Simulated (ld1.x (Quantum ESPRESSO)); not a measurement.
## What the settings do to the PAW potential of Dy (Z = 66)

Base potential:

- Element: dysprosium (Dy)
- Generator: ld1.x (Quantum ESPRESSO) 7.5
- Type: PAW
- Functional: LDA (PZ)
- Relativity: scalar-relativistic
- Frozen core: [Xe]
- Valence charge: 12
- Reference configuration: 4f10 5d0 6s0.5 6p0 (charge +1.5)
- Partial waves: 6s (bound): rcut 2.45, rcutus 3.20 bohr; 6s channel at 2.05 Ry: rcut 2.45, rcutus 3.20 bohr; 6p (bound, empty): rcut 3.40, rcutus 4.50 bohr; 6p channel at 3.25 Ry: rcut 3.40, rcutus 4.50 bohr; 5d (bound, empty): rcut 1.80, rcutus 1.95 bohr; 5d channel at 0.05 Ry: rcut 1.80, rcutus 1.95 bohr; 4f (bound): rcut 1.05, rcutus 1.40 bohr; 4f channel at 4.2 Ry: rcut 1.05, rcutus 1.40 bohr
- Local potential: all-electron potential smoothed inside 2.65 bohr (lloc = -2)
- Core correction: a·sin(br)/r model core, default radius (ld1.x builds one for every PAW set, though the input has nlcc=.false.)
- Augmentation charge: PSQ, inside the norm-conserving radii

Cutoffs, loose and tight: the cutoffs (Ry, on a coarse ladder) from which the occupation-weighted sum of valence levels, in a spherical-Bessel basis at the reference potential, stays within 10 and 1 mRy of its value at 400 Ry. They do not see the model core or the augmentation charge, which bear on the density cutoff. Test errors are all-electron minus pseudo excitation energies from the reference, over the configurations 4f10 5d0 6s2 6p0; 4f10 5d0 6s1 6p0; 4f10 5d0 6s0 6p0; 4f10 5d1 6s0 6p0; 4f10 5d0 6s0 6p2; 4f10 5d0 6s1.5 6p0; 4f8 5d0 6s0 6p0 (two spin-polarised tests are not counted in the largest error). A dash means not determined; rows that change the core or the reference have their own tests.

A true bound ghost makes a file unfit for plane-wave use even where its test errors are small: the radial tests pick states by their node count and pass the ghost by. Where a test does run into it, the solver fails or the error is huge.

Cutoffs are not given where the Bessel-basis levels miss the radial ones by over 6 mRy, ghosts where they miss by over 20 mRy; a channel whose overlap is not positive is not tested.

A file whose overlap is not positive is unfit for use, and its test errors describe a broken file.

```tsv
change	outcome	cutoff, loose	cutoff, tight	bound ghosts	largest test error (meV)
base	generated	100 Ry	160 Ry	none	test run stopped at test 1 of 9 (negative rho)
local potential all-electron potential smoothed inside 2.28 bohr (lloc = -2)	generated	100 Ry	160 Ry	none	test run stopped at test 1 of 9 (negative rho)
local potential all-electron potential smoothed inside 2.80 bohr (lloc = -2)	generated	100 Ry	160 Ry	none	test run stopped at test 1 of 9 (negative rho)
local potential all-electron potential smoothed inside 3.60 bohr (lloc = -2)	generated	100 Ry	160 Ry	none	test run stopped at test 1 of 9 (negative rho)
local potential all-electron potential smoothed inside 3.88 bohr (lloc = -2)	generated	100 Ry	160 Ry	none	test run stopped at test 1 of 9 (negative rho)
local potential all-electron potential smoothed inside 4.66 bohr (lloc = -2)	generated, overlap not positive	–	–	not determined (overlap not positive)	test run stopped at test 1 of 9 (negative rho)
local potential all-electron potential smoothed inside 5.08 bohr (lloc = -2)	generated, overlap not positive	–	–	not determined (overlap not positive)	test run stopped at test 1 of 9 (negative norm?)
```

(1) What comes out with this change to the base: local potential all-electron potential smoothed inside 1.92 bohr (lloc = -2)?

## Answers

(1) outcome: generated; cutoff, loose: 100 Ry; cutoff, tight: 160 Ry; bound ghosts: s; largest test error (meV): test run stopped at test 2 of 9 (negative rho), 1 before it not solved.

Reading the sweep of the rcloc (base included, trends over the rows without a ghost): The loose cutoff stays near 100 Ry. Bound ghosts are found at 1.92 bohr.
